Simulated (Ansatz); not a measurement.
Basis-set series for `[F][Cd][F]`. Charge 0, multiplicity 1. Cd: def2 effective core potential. Geometry: relaxed with PBE0-D4/def2-TZVP.

```xyz
3

F     0.9144   -1.6594    0.3196
Cd    0.0001    0.0000    0.0000
F    -0.9144    1.6594   -0.3196
```

```json
{"functional": "PBE0-D4", "basis": "def2-SVP", "functions": "59", "energy (Eh)": "-367.07505", "HOMO (eV)": "-9.61", "LUMO (eV)": "-2.15"}
{"functional": "PBE0-D4", "basis": "def2-QZVPP", "functions": "202", "energy (Eh)": "-367.39151", "HOMO (eV)": "-10.12", "LUMO (eV)": "-2.40"}
{"functional": "ωB97M-V", "basis": "def2-SVP", "functions": "59", "energy (Eh)": "-367.15555", "HOMO (eV)": "-12.05", "LUMO (eV)": "-0.25"}
{"functional": "ωB97M-V", "basis": "def2-QZVPP", "functions": "202", "energy (Eh)": "-367.47997", "HOMO (eV)": "-12.63", "LUMO (eV)": "-0.68"}
```

Give the rows for def2-TZVPP. (Best estimate.)

Ansatz gave: 
```json
{"functional": "PBE0-D4", "basis": "def2-TZVPP", "functions": "118", "energy (Eh)": "-367.37339", "HOMO (eV)": "-10.06", "LUMO (eV)": "-2.38"}
{"functional": "ωB97M-V", "basis": "def2-TZVPP", "functions": "118", "energy (Eh)": "-367.46200", "HOMO (eV)": "-12.55", "LUMO (eV)": "-0.52"}
```
